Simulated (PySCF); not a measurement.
C6H8SSi, SMILES [SiH3]/C=C\c1cccs1, GFN2-xTB optimised geometry.

```
16

Si    -2.56    -0.41    -0.02
C     -1.29    -1.79    -0.01
C      0.05    -1.71     0.00
C      0.88    -0.54     0.00
C      2.25    -0.54     0.00
C      2.81     0.75     0.00
C      1.87     1.73     0.00
S      0.27     1.09     0.00
H     -2.42     0.42    -1.22
H     -2.45     0.42     1.18
H     -3.87    -1.06    -0.04
H     -1.69    -2.79    -0.01
H      0.64    -2.62     0.01
H      2.83    -1.44     0.00
H      3.87     0.94     0.00
H      2.01     2.79     0.00
```

Density from CAM-B3LYP/def2-TZVP (PySCF 2.14.0) at that geometry.

Minimum of the electron density along straight lines between bonded atoms, close to the bond critical point (lines longer than 1.1 times the sum of covalent radii, or with two minima, are not listed):

| bond | length / Å | ρ at the minimum / e bohr⁻³ | ∇²ρ there / e bohr⁻⁵ | position (fraction from the first atom) |
|---|---|---|---|---|
| Si1–C2 | 1.880 | 0.119 | 0.19 | 0.39 |
| C2–C3 | 1.339 | 0.348 | -1.06 | 0.48 |
| C3–C4 | 1.434 | 0.296 | -0.87 | 0.49 |
| C4–C5 | 1.374 | 0.329 | -0.96 | 0.51 |
| C5–C6 | 1.405 | 0.311 | -0.91 | 0.50 |
| C6–C7 | 1.360 | 0.336 | -1.00 | 0.49 |
| C4–S8 | 1.738 | 0.212 | ? | 0.48 |
| C7–S8 | 1.719 | 0.219 | ? | 0.48 |
| Si1–H9 | 1.465 | 0.125 | 0.17 | 0.49 |
| Si1–H10 | 1.465 | 0.125 | 0.17 | 0.49 |
| Si1–H11 | 1.466 | 0.125 | 0.18 | 0.49 |
| C2–H12 | 1.084 | 0.282 | -0.99 | 0.64 |
| C3–H13 | 1.087 | 0.285 | -1.02 | 0.65 |
| C5–H14 | 1.076 | 0.289 | -1.05 | 0.65 |
| C6–H15 | 1.075 | 0.290 | -1.06 | 0.65 |
| C7–H16 | 1.072 | 0.292 | -1.07 | 0.65 |

Some entries are withheld; supply them.


- C4–S8, ∇²ρ there / e bohr⁻⁵: -0.43
- C7–S8, ∇²ρ there / e bohr⁻⁵: -0.47
